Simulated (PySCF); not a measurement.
Cl2I, SMILES Cl[I-]Cl, charge -1.

Coordinates come from a B3LYP-D3(BJ)/def2-SVPD optimisation. The def2 effective core potentials stand for the cores of I; spin–orbit coupling is left out.

Two levels are set side by side: PBE/def2-TZVPD (PySCF) and PBE0/def2-TZVPD (PySCF). Same geometry, gas phase. Differences are taken from unrounded values.

```
quantity                      PBE0    PBE  PBE minus PBE0
---------------------------  -----  -----  --------------
orbital gap (eV)              4.49   2.57           -1.92
highest occupied level (eV)  -2.89  -1.66            1.24
lowest empty level (eV)       1.60   0.92           -0.68
mean polarisability (bohr³)   99.0  102.9             3.9
```

PBE's occupied levels lie high since its potential decays too fast outside the molecule; exact exchange lowers them and widens the gap. PBE's more diffuse valence density responds more strongly to a field. Differences between two approximate levels are no errors against the true value.

Rough cost on one machine, each run with all the roots and properties that it gave: PBE0 against PBE within a factor of 2.
